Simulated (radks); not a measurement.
Results of a calculation; reference values are marked as such.
C3+, 3 electrons, occupied as [He] 2s1. Level of theory: Dirac Kohn-Sham, relativistic LDA (MacDonald-Vosko exchange, VWN5 correlation), spin-unpolarised, spherical densities, finite nucleus; Fermi nuclear charge, rms radius 2.4702 fm (a radial shooting solver on a logarithmic mesh with Libxc functionals).

Normalised radial functions P(r) = r R(r) (large component), r in bohr:

r,1s1/2,2s1/2
0.01513,0.3811,0.1077
0.01679,0.4186,0.1182
0.01848,0.4561,0.1288
0.0205,0.5000,0.1412
0.02257,0.5436,0.1534
0.02504,0.5943,0.1676
0.02757,0.6443,0.1817
0.03035,0.6975,0.1966
0.03367,0.7587,0.2136
0.03706,0.8184,0.2302
0.04113,0.8863,0.2490
0.04527,0.9518,0.2671
0.04983,1.0196,0.2856
0.05529,1.0953,0.3061
0.06086,1.1664,0.3251
0.06753,1.2442,0.3456
0.07434,1.3156,0.3639
0.08183,1.3856,0.3813
0.0908,1.4586,0.3986
0.09995,1.5218,0.4125
0.1109,1.5839,0.4246
0.1221,1.6338,0.4323
0.1355,1.6776,0.4358
0.1491,1.7068,0.4337
0.1641,1.7233,0.4256
0.1821,1.7252,0.4090
0.2005,1.7107,0.3854
0.2224,1.6761,0.3498
0.2448,1.6261,0.3070
0.2695,1.5588,0.2540
0.2991,1.4671,0.1847
0.3292,1.3665,0.1098
0.3653,1.2428,0.0173
0.4021,1.1180,-0.0776
0.4461,0.9756,-0.1888
0.4911,0.8417,-0.2969
0.5406,0.7095,-0.4074
0.5998,0.5731,-0.5260
0.6603,0.4572,-0.6303
0.7326,0.3458,-0.7328
0.8064,0.2580,-0.8129
0.8877,0.1856,-0.8748
0.985,0.1240,-0.9170
1.084,0.0816,-0.9300
1.203,0.0490,-0.9144
1.324,0.0289,-0.8730
1.458,0.0161,-0.8080
1.617,0.0079,-0.7160
1.78,0.0038,-0.6174
1.976,0.0016,-0.5036
2.175,0.0006,-0.3998
2.413,0.0002,-0.2960
2.656,0.0001,-0.2132
2.924,0.0000,-0.1455
3.244,0.0000,-0.0902
3.571,0.0000,-0.0543
3.963,0.0000,-0.0290
4.362,0.0000,-0.0150

1s1/2: eigenvalue -328.96 eV, 0 radial nodes, <r> = 0.271 bohr, 90 % of the charge inside 0.486 bohr. 2s1/2: eigenvalue -55.859 eV, 1 radial node at r = 0.372 bohr, <r> = 1.29 bohr, 90 % of the charge inside 1.98 bohr.
